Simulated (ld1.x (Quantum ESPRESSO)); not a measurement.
Pseudopotential generation for Pb: ultrasoft, LDA (PZ), non-relativistic.

lead, ultrasoft, made with ld1.x (Quantum ESPRESSO) 7.5 (LDA (PZ), non-relativistic). Core [Xe] 4f14 5d10, reference 6s2 6p2. Waves: 6s (bound): rcut 2.40, rcutus 2.55 bohr; 6s channel at 1.6 Ry: rcut 2.40, rcutus 2.55 bohr; 6p (bound): rcut 2.40, rcutus 2.60 bohr; 6p channel at 0.1 Ry: rcut 2.40, rcutus 2.60 bohr; 6d channel at 0.35 Ry: rcut 2.25, rcutus 2.60 bohr. Local part: all-electron potential smoothed inside 2.00 bohr (lloc = -1). Core correction: none. Augmentation charge: built from norm-conserving waves at rcut, not smoothed further.

All-electron outer shells of the reference configuration (LDA (PZ), non-relativistic, ld1.x):

```
shell  level (eV)  outermost node (bohr)  outermost maximum (bohr)
   5p      -80.03                   0.51                      0.92
   5d      -24.54                   0.53                      1.06
   6s       -9.72                   1.13                      2.21
   6p       -3.87                   1.23                      2.73
```

Results:

```
Configuration tests                       : test run stopped at test 5 of 9 (negative rho)
Lowest eigenvalue of the overlap operator : 0.21 (s channel)
```

A Bessel basis up to 400 Ry misses an occupied level by 0.64 Ry, so cutoffs and ghosts were not judged.

Generation and tests took about 0.96 s on one core of a shared server CPU.
